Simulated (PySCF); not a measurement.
B(H)(Et)(NH2), C2H8BN, SMILES NBCC (CAM-B3LYP/def2-SVP optimised geometry):

```
12

B      0.335     0.611     0.000
H      1.548     0.611     0.000
C     -0.461    -0.751     0.015
C      0.022    -1.765    -1.026
H     -1.548    -0.584    -0.092
H     -0.325    -1.185     1.024
H      1.099    -1.966    -0.915
H     -0.132    -1.396    -2.053
H     -0.505    -2.728    -0.944
N     -0.300     1.849     0.000
H      0.201     2.728     0.009
H     -1.308     1.955    -0.006
```

Level of theory: PySCF with CAM-B3LYP/def2-TZVP.

**Question.** What are the frontier orbital energies and the dipole moment?

**Answer.** HOMO-2 -10.69 eV, HOMO-1 -9.77 eV, HOMO -9.66 eV, LUMO 1.66 eV, LUMO+1 1.77 eV; dipole moment 1.65 D.

On the same geometry PBE/def2-TZVP run with PySCF gives HOMO-2 -7.78 eV, HOMO-1 -6.96 eV, HOMO -6.83 eV, LUMO -0.33 eV, LUMO+1 0.25 eV; dipole moment 1.73 D.

Meta-Löwdin charges at CAM-B3LYP/def2-TZVP: B1 0.08, H2 -0.02, C3 -0.30, C4 -0.31, H5 0.09, H6 0.11, H7 0.10, H8 0.10, H9 0.10, N10 -0.43, H11 0.24, H12 0.23.
